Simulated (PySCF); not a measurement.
# Spinor energies of Re⁻ (rhenium, charge -1)

Start: [Xe] 4f14 5d6 6s2; 5d3/2 filled at m_j = -3/2, -1/2, +1/2, +3/2; 5d5/2 filled at m_j = +3/2, +5/2. Calculated with PySCF 2.14 in x2c-TZVPall-2c with one added diffuse shell each of s, p, d type (12s12p11d2f, 117 functions): generalised Hartree-Fock with the X2C-1e Hamiltonian and a Gaussian nucleus; one run each with spin-orbit coupling (SO) switched off, then screened by Boettger's factors.

```
spinor shell  electrons  ε, spin-free (eV)  ε, screened SO (eV)  weight of nominal j (screened SO)  rms radius, screened SO (bohr)
       1s1/2          2           -72061.1             -72037.9                              1.000                          0.0204
       2s1/2          2           -12631.9             -12624.5                              1.000                          0.0824
       2p1/2          2           -11027.7             -12057.8                              1.000                          0.0700
       2p3/2          4           -11027.7             -10612.4                              1.000                          0.0775
       3s1/2          2            -2982.4              -2979.8                              1.000                           0.210
       3p1/2          2            -2501.3              -2727.4                              1.000                           0.202
       3p3/2          4            -2501.3              -2408.3                              1.000                           0.217
       3d3/2          4            -1949.4              -1989.3                              1.000                           0.192
       3d5/2          6            -1949.4              -1920.5                              1.000                           0.196
       4s1/2          2            -649.78              -648.88                              1.000                           0.468
       4p1/2          2            -489.19              -542.37                              1.000                           0.476
       4p3/2          4            -489.19              -466.99                              1.000                           0.509
       4d3/2          4            -283.55              -291.76                              1.000                           0.531
       4d5/2          6            -283.55              -277.25                              1.000                           0.543
       5s1/2          2            -93.377              -93.129                              1.000                            1.12
       5p1/2          2            -50.241              -59.538                              0.955                            1.25
       4f5/2          6            -52.954              -53.978                              0.990                           0.638
       4f7/2          8            -52.954              -51.352                              0.991                           0.640
       5p3/2          4            -50.241              -46.186                              0.976                            1.33
       5d3/2          4             -4.062               -3.978                              0.700                            2.26
       5d5/2          2             -4.062               -4.176                              0.844                            2.21
       6s1/2          2             -1.547               -1.526                              0.984                            5.50
```

| quantity | spin-free | screened SO |
| --- | --- | --- |
| E (hartree) | -16679.86372 | -16700.64981 |
| M_J | 4 | 4 |
| ⟨J²⟩ | 20.373 | 20.389 |
| ⟨L²⟩ | 6.011 | 6.439 |
| ⟨S²⟩ | 6.361 | 6.308 |

The determinant has a definite M_J but mixes levels of different J.

Each row is a mean over spinors that exchange with the open shell spreads, by up to 6.613 eV (5p3/2).

Rows whose weight is well below 1 are mixtures of j = l ± 1/2: exchange outweighs spin-orbit coupling there, and the label is only the starting occupation.

Breit and QED terms are absent; they matter most for the inner s and p1/2 levels.

Densities and radii are taken from the X2C orbitals without a picture-change correction, which distorts them close to the nucleus.

Without spin-orbit coupling the j labels of p, d and f shells carry no meaning; the spin-free column gives the mean over the occupied spinors of each nl shell, and its ⟨J²⟩ belongs to a mixture of degenerate components.
